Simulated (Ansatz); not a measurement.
C$_{2}$H$_{6}$ClFSi (`C[Si](C)(F)Cl`), relaxed with RKS PBE-D4/def2-SVP in Ansatz from a rough embedded geometry. The force threshold is 0.03 eV/Å; the program also tests the step.

Total charge 0; spin multiplicity 1.

Start:

```xyz
11

C    -0.484   -1.416   -0.355
Si   -0.498    0.387   -0.224
C     1.074    0.996    0.457
F    -0.682    1.085   -1.648
Cl   -2.050    1.015    0.955
H    -0.440   -1.928    0.616
H    -1.481   -1.772   -0.780
H     0.257   -1.775   -0.992
H     1.262    0.605    1.531
H     1.098    2.099    0.567
H     1.943    0.702   -0.128
```

Q: By how much does the energy fall, and how many steps does the optimiser take? (Estimate.)

A: Ansatz gave: 6.91 kcal/mol, in 4 steps.

Q: Which bonds change most? (Best estimate.)

A: Ansatz gave: C1–H8 from 1.041 to 1.109 Å; C1–Si2 from 1.808 to 1.866 Å; C3–H9 from 1.158 to 1.109 Å; Si2–C3 from 1.818 to 1.866 Å.

Q: Give the relaxed structure. (Best estimate.)

A: Computed: 
```xyz
11

C    -0.553   -1.470   -0.374
Si   -0.472    0.386   -0.200
C     1.123    1.041    0.514
F    -0.689    1.057   -1.683
Cl   -2.065    1.027    0.982
H    -0.448   -1.959    0.615
H    -1.524   -1.779   -0.810
H     0.260   -1.838   -1.034
H     1.285    0.646    1.537
H     1.099    2.148    0.571
H     1.984    0.742   -0.118
```
